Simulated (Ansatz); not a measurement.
Isolated molecules relaxed with PBE0-D4/def2-TZVP in Ansatz; ΔE leaves out vibrations. CCSD(T)/CBS is the MP2 limit (def2-TZVPP, def2-QZVPP) plus CCSD(T) − MP2 in def2-TZVPP, frozen cores. This one scheme is used for every species. Functionals use def2-TZVPP. Each species was taken in one conformer, which may not be the lowest.

Consider the formal exchange of groups at the Si–Si bond: `O=C[SiH2][SiH2][AlH2]` + CH₄ → `C[SiH2]C=O` + `[AlH2][SiH3]`.

`O=C[SiH2][SiH2][AlH2]`:

```xyz
12

O     1.630   -3.098    0.350
C     0.589   -2.619   -0.017
Si    0.448   -0.842   -0.751
Si   -0.400    0.594    0.898
Al   -0.632    2.837   -0.051
H    -0.358   -3.201    0.097
H     1.787   -0.410   -1.227
H    -0.506   -0.892   -1.896
H    -1.706    0.009    1.324
H     0.538    0.527    2.055
H     0.567    3.871    0.049
H    -1.958    3.224   -0.831
```

CH₄:

Cartesian coordinates in Å:
```
C 0.000 0.000 0.000
H 0.715 0.076 0.819
H -0.668 0.861 0.019
H -0.583 -0.914 0.110
H 0.536 -0.023 -0.949
```

`C[SiH2]C=O`:

Z-matrix (Å, degrees):
```
C
Si 1 1.860
H 1 1.092 2 110.3
H 1 1.092 2 110.3 3 -119.0
H 1 1.092 2 111.2 3 120.5
C 2 1.926 1 109.6 3 59.4
H 2 1.490 1 112.8 3 -59.6
H 2 1.490 1 112.8 3 178.3
O 6 1.206 2 122.1 1 -0.2
H 6 1.118 2 118.9 1 179.8
```

`[AlH2][SiH3]`:

Z-matrix (Å, degrees):
```
Si
Al 1 2.457
H 1 1.490 2 113.4
H 1 1.492 2 110.7 3 -121.0
H 1 1.492 2 110.6 3 120.9
H 2 1.589 1 121.5 3 0.3
H 2 1.589 1 119.5 3 -179.7
```

Q: Is it downhill or uphill in electronic energy at CCSD(T)/CBS, and by how much? (Best estimate.)

A: Ansatz gave: Uphill: ΔE = +0.19 eV.

Q: What do these levels give: PBE-D4, PBE0-D4, ωB97X-V, PBE, PBE0, HF/def2-TZVPP, MP2/def2-TZVPP, SCS-MP2/def2-TZVPP, CCSD/def2-TZVPP, CCSD(T)/def2-TZVPP, HF/def2-QZVPP, CCSD/CBS(def2)? (Best estimate.)

A: Ansatz gave: PBE-D4 0.36, PBE0-D4 0.29, ωB97X-V 0.15, PBE 0.33, PBE0 0.26, HF/def2-TZVPP 0.02, MP2/def2-TZVPP 0.15, SCS-MP2/def2-TZVPP 0.11, CCSD/def2-TZVPP 0.14, CCSD(T)/def2-TZVPP 0.17, HF/def2-QZVPP 0.01, CCSD/CBS(def2) 0.15 eV.

Largest T1 diagnostic among the species: 0.016.

From PBE to PBE0 (25 % exact exchange), in def2-TZVPP and without D4, ΔE moves by −0.07 eV. In def2-TZVPP, CCSD(T) changes the Hartree–Fock value by +0.16 eV (the triples alone add +0.04 eV) and MP2 by +0.14 eV.
